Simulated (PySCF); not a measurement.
**Correlation energy of W (tungsten, neutral)**

[Xe] 4f14 5d5 6s1, high-spin 7S determinant (an excited configuration). All numbers are calculated (PySCF 2.14, scalar relativity by spin-free X2C-1e, in ANO-RCC-VTZP (8s7p5d3f2g1h, 104 functions)). Frozen: [Xe] 4f14; 6 electrons correlated.

```tsv
level	correlation energy (mhartree)
CCSD	-76.17
(T)	-1.56
CCSD(T)	-77.73
```

Diagnostics: T1 = 0.0064, D1 = 0.0171, largest double amplitude 0.039.

**Question.** Is a single reference adequate?

**Answer.** Yes, within this model without spin-orbit coupling: T1 lies below 0.03 and no double amplitude reaches 0.07.
